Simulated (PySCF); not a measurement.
Te(OH)2 (H2O2Te), SMILES O[Te]O. Heavy atoms are numbered as in [Te:1]([OH:2])[OH:4]. Hydrogens are named by the atom that carries them.

The structure is a stationary point at PBE-D3(BJ)/def2-TZVP. The def2 effective core potentials stand for the cores of Te; spin–orbit coupling is left out. The values are those of a single conformer.

Computed with B3LYP/def2-TZVPD (PySCF).

Mulliken values depend strongly on the basis, most of all with diffuse functions as here. ESP charges are fitted to the potential on shells at 1.4 to 2.0 van der Waals radii. Atomic charges (e), one atom of each kind:

```
atom     Mulliken  ESP fit
-------  --------  -------
Te1          0.58      ___
O2 (OH)     -0.63      ___
H on O2      0.34      ___
```

Task: What belongs in the gaps? (The exact figures need the calculation; the answer reports its results.)

Result: 
- Te1, ESP fit: 0.28
- O2 (OH), ESP fit: -0.52
- H on O2, ESP fit: 0.38
